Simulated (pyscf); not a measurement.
Homolytic dissociation enthalpies at 298 K of Ge–Ge, Ge–Si, Ge–Sn, Si–Si bonds in 8 gas-phase molecules, in kcal/mol. Structures and frequencies: ωB97X-D3(BJ)/def2-SVP in PySCF. Both columns use the same structures and thermal terms. Rows were drawn at random from the closed-shell molecules with such a bond whose radicals are computed, keep their shape and have no isomer in the data more than 5 kcal/mol lower.

```json
[
 {"row": "1", "molecule": "F–SiH₂–Si(F)(SiH₃)–SiH₃", "radicals": "F–SiH₂• + F–Si•(SiH₃)–SiH₃", "r²SCAN/def2-TZVP": "66.7", "ωB97M-D3(BJ)/def2-TZVP": "72.7"},
 {"row": "2", "molecule": "H₃Si–SiH₂–GeH₂–GeH₃", "radicals": "H₃Si–SiH₂–GeH₂• + GeH₃•", "r²SCAN/def2-TZVP": "63.7", "ωB97M-D3(BJ)/def2-TZVP": "?"},
 {"row": "3", "molecule": "H₃Si–Si(SiH₃)(SiH₃)–GeH₃", "radicals": "H₃Si–Si•(SiH₃)–SiH₃ + GeH₃•", "r²SCAN/def2-TZVP": "64.5", "ωB97M-D3(BJ)/def2-TZVP": "68.2"},
 {"row": "4", "molecule": "HO–SiH₂–Si(SiH₃)(SiH₃)–Cl", "radicals": "HO–SiH₂• + H₃Si–Si•(SiH₃)–Cl", "r²SCAN/def2-TZVP": "65.6", "ωB97M-D3(BJ)/def2-TZVP": "72.1"},
 {"row": "5", "molecule": "Cl–GeH(Cl)–Ge(Cl)(Cl)–Cl", "radicals": "Cl–GeH•–Cl + Cl–Ge•(Cl)–Cl", "r²SCAN/def2-TZVP": "56.0", "ωB97M-D3(BJ)/def2-TZVP": "58.8"},
 {"row": "6", "molecule": "Cl–GeH₂–Sn(Cl)(Cl)–Cl", "radicals": "Cl–GeH₂• + Cl–Sn•(Cl)–Cl", "r²SCAN/def2-TZVP": "51.8", "ωB97M-D3(BJ)/def2-TZVP": "54.9"},
 {"row": "7", "molecule": "H₃Si–Si(SiH₃)(Cl)–GeH₃", "radicals": "H₃Si–Si•(SiH₃)–Cl + GeH₃•", "r²SCAN/def2-TZVP": "64.4", "ωB97M-D3(BJ)/def2-TZVP": "68.0"},
 {"row": "8", "molecule": "H₂N–Si(SiH₃)(SiH₃)–SiH₂–OH", "radicals": "H₂N–Si•(SiH₃)–SiH₃ + HO–SiH₂•", "r²SCAN/def2-TZVP": "62.6", "ωB97M-D3(BJ)/def2-TZVP": "69.4"}
]
```

Fit a line that carries the r²SCAN values to the last column and predict row 2.

In the 7 complete rows the last column lies 2.8 to 6.8 kcal/mol from r²SCAN (mean 4.6, median 3.7). Least squares gives y = -7.1 + 1.19·x with residuals of 1.2 kcal/mol (root mean square). For row 2: -7.1 + 1.19 × 63.7 = 68.7 kcal/mol. The computed value is 65.7 kcal/mol, 3.0 under the line. Elements up to Kr have no core potential and no relativistic terms here. Elements past Kr carry the def2 core potentials, without spin-orbit coupling.
